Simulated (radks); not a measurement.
Problem. All-electron atom: Tl4+ in [Kr] 4d10 4f14 5s2 5p5 5d9 6s1 (not the ground configuration). Method: Dirac Kohn-Sham, AM05, spin-unpolarised, spherical densities, point nucleus; open shells are shared between the two j in proportion to 2j + 1; computed with a radial shooting solver on a logarithmic mesh with Libxc functionals. Some entries of the table are withheld. Estimate them.

| orbital | occ. | eigenvalue (eV) | <r> (bohr) |
|---|---|---|---|
| 1s1/2 | 2 | -85483.03 | 0.01632 |
| 2s1/2 | 2 | -15253.61 | 0.06808 |
| 2p1/2 | 2 | -14644.62 | 0.05591 |
| 2p3/2 | 4 | -12581.04 | 0.06470 |
| 3s1/2 | 2 | -3681.525 | 0.1771 |
| 3p1/2 | 2 | -3407.105 | 0.1675 |
| 3p3/2 | 4 | -2948.381 | 0.1836 |
| 3d3/2 | 4 | -2495.670 | 0.1595 |
| 3d5/2 | 6 | -2397.643 | 0.1644 |
| 4s1/2 | 2 | -863.0738 | 0.3916 |
| 4p1/2 | 2 | -744.9821 | 0.3932 |
| 4p3/2 | 4 | -633.2039 | 0.4277 |
| 4d3/2 | 4 | -440.5062 | 0.4333 |
| 4d5/2 | 6 | -419.6397 | 0.4444 |
| 5s1/2 | 2 | -183.1577 | 0.8704 |
| 4f5/2 | 6 | -170.5240 | 0.4633 |
| 4f7/2 | 8 | -165.9054 | 0.4697 |
| 5p1/2 | 1.66667 | -142.9793 | (1) |
| 5p3/2 | 3.33333 | -121.8872 | (2) |
| 5d3/2 | 3.6 | -65.5783 | 1.245 |
| 5d5/2 | 5.4 | -62.9337 | 1.281 |
| 6s1/2 | 1 | -49.0229 | 2.015 |
| 6p1/2 | 0 | -38.7867 | 2.274 |
| 6p3/2 | 0 | -35.4130 | 2.460 |
| 6d3/2 | 0 | (3) | 3.269 |
| 6d5/2 | 0 | (4) | 3.331 |
| 5f5/2 | 0 | -19.5139 | (5) |
| 5f7/2 | 0 | -19.4219 | (6) |

Solution. 
(1) 5p1/2 <r> (bohr): 0.9290
(2) 5p3/2 <r> (bohr): 1.017
(3) 6d3/2 eigenvalue (eV): -22.6118
(4) 6d5/2 eigenvalue (eV): -22.2070
(5) 5f5/2 <r> (bohr): 2.744
(6) 5f7/2 <r> (bohr): 2.767
